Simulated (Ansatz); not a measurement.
Born–Oppenheimer molecular dynamics of CH7BN2 (11 atoms, charge 0, multiplicity 1). It goes on from the last frame of an earlier run, with new velocities.

Computed with Ansatz, RKS PBE0-D4/6-31G*.

- ensemble: NVT, Langevin thermostat
- time step: 0.5 fs
- steps asked: 150
- set temperature: 2000 K
- friction: 0.001 /fs
- seed: 394682

First frame:

```xyz
11
Properties=species:S:1:pos:R:3
B 0.023 -0.124 -0.023
C 0.112 0.110 1.545
H -0.834 0.150 2.018
H 0.632 -0.799 1.949
H 0.700 0.989 1.879
N 1.069 0.180 -0.894
H 1.038 0.123 -1.889
H 1.938 0.558 -0.552
N -1.171 -0.684 -0.513
H -1.898 -1.093 0.052
H -1.310 -0.916 -1.472
```

(1) How far do the bonds stretch over the last three quarters of this one trajectory? (Pairs bonded in most of those frames.)

## Answers

(1) 
```tsv
bond	mean (Å)	spread (Å)	shortest	longest
B1–C2	1.641	0.116	1.43	1.81
B1–N6	1.445	0.055	1.32	1.53
B1–N9	1.441	0.044	1.38	1.54
C2–H3	1.108	0.057	1.01	1.20
C2–H4	1.126	0.097	0.98	1.28
C2–H5	1.101	0.033	1.04	1.16
N6–H7	1.017	0.035	0.95	1.08
N6–H8	1.013	0.044	0.95	1.08
N9–H10	1.015	0.031	0.96	1.07
N9–H11	1.027	0.069	0.92	1.13
```

Mean temperature of the second half: 1227 K. The mean temperature of the second half is 39 % below the set value. A run of 0.075 ps of so small a system gives no equilibrium averages.

The run took 5.4 min on 1 thread of Arm Neoverse V2, on a shared host, peak memory 0.14 GiB.
